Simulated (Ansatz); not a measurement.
Cost and result up the ladder for HfSe₂ (3 atoms). The state is a singlet with charge 0. Geometry: PBE-D4/def2-TZVP.

```xyz
3

Hf    0.348   -0.815   -0.210
Se   -1.103   -0.376    1.601
Se    0.755    1.190   -1.391
```

Ansatz on 4 threads of AMD EPYC 9R45 on a shared host. Times are rough, and most runs start from the orbitals of an earlier one. CAM-B3LYP-D4/def2-TZVP serves as the yardstick here, not as an exact answer. Differences are given only for rows in sets of like size (and for xTB, whose basis is part of the method), since another set adds its own error. Binding counts from free atoms at the same level (Hf triplet, Se triplet; other spins of the atoms weren't run), without zero-point energy or a counterpoise term.

In the def2 sets Hf takes a core potential; there is no spin–orbit coupling. LC-ωPBE has ω = 0.4 bohr⁻¹. HSE06 is defined as in plane-wave codes, on full-range PBE exchange. Correlated methods freeze 18 core orbitals; core or outer-core shells of Hf, Se are correlated, in sets that lack core-valence functions. The structure comes from a short search, and lower isomers may exist.

Correlated methods converge slowly with the basis.

| level | functions | wall time | binding energy per atom (eV) | difference from CAM-B3LYP-D4/def2-TZVP (eV) |
| --- | --- | --- | --- | --- |
| PBE-D4/def2-SVP | 96 | 0.4 s | 3.36 | – |
| revPBE-D4/def2-TZVP | 136 | 0.55 s | 3.23 | 0.29 |
| PBE0-D4/def2-SVP | 96 | 0.65 s | 3.13 | – |
| PBE-D4/def2-TZVP (with forces) | 136 | 0.7 s | 3.37 | 0.42 |
| PBE-D4/def2-TZVPD | 157 | 0.8 s | 3.37 | 0.42 |
| PBE0-D4/def2-TZVP | 136 | 0.8 s | 3.17 | 0.22 |
| LC-ωPBE/def2-TZVP | 136 | 0.8 s | 2.94 | -0.01 |
| HSE06-D4/def2-TZVP | 136 | 0.85 s | 3.17 | 0.22 |
| CAM-B3LYP-D4/def2-TZVP | 136 | 0.95 s | 2.95 | 0.00 |
| r2SCAN-D4/def2-TZVP | 136 | 1.1 s | 3.27 | 0.32 |
| RPA@PBE/def2-TZVP | 136 | 1.1 s | 2.81 | -0.13 |
| r2SCANh-D4/def2-TZVP | 136 | 1.3 s | 3.19 | 0.24 |
| r2SCAN-D4/def2-TZVPD | 157 | 1.4 s | 3.27 | 0.33 |
| CCSD(T)/def2-TZVPP | 152 | 4.9 s | 3.10 | 0.15 |
